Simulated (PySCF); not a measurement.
**Gas-phase XPS of Ge(NH2)2Me2, computed**

Compound: Ge(NH2)2Me2, C2H10GeN2.
Z-matrix (Å and degrees, PBE0-D3(BJ)/def2-SVP geometry), rows numbered from 1:
```
Ge
N   1  1.8363
H   2  1.0161  1  115.16
H   2  1.0165  1  114.42  3   127.06
N   1  1.8366  2  103.22  3   171.04
H   5  1.0161  1  115.16  2   170.93
H   5  1.0165  1  114.40  2   -61.95
C   1  1.9539  2  105.82  3    48.86
H   8  1.1003  1  110.63  2   173.28
H   8  1.0999  1  110.38  2    52.91
H   8  1.1013  1  110.80  2   -67.02
C   1  1.9538  2  116.04  3   -73.75
H  12  1.1003  1  110.69  2    61.74
H  12  1.1000  1  110.52  2   -58.59
H  12  1.1013  1  110.76  2  -178.57
```

Method used: delta-SCF UKS SCAN, pcX-2 on the ionised atom, pcseg-1 elsewhere, spin-free X2C in PySCF. Vertical ΔSCF values, vacuum level as zero.

**Question.** What binding energy does each computed site have?

**Answer.** 
```tsv
atom(s)	environment	level	binding energy (eV)	count
N2/N5	nitrogen bonded to Ge and 2 H	N 1s	403.99	2
C8/C12	carbon bonded to Ge and 3 H	C 1s	289.88	2
```

**Question.** Express the binding energy of C 1s of C8/C12 in atomic units and per mole.

**Answer.** 289.88 eV = 10.6529 Eh = 27969 kJ/mol.

The first atom of each set that the bonding makes equivalent was ionised and stands for the set. No level of germanium is listed. The structure is a single PBE0-D3(BJ)/def2-SVP conformer in the gas phase; no vibrational or solvent corrections.
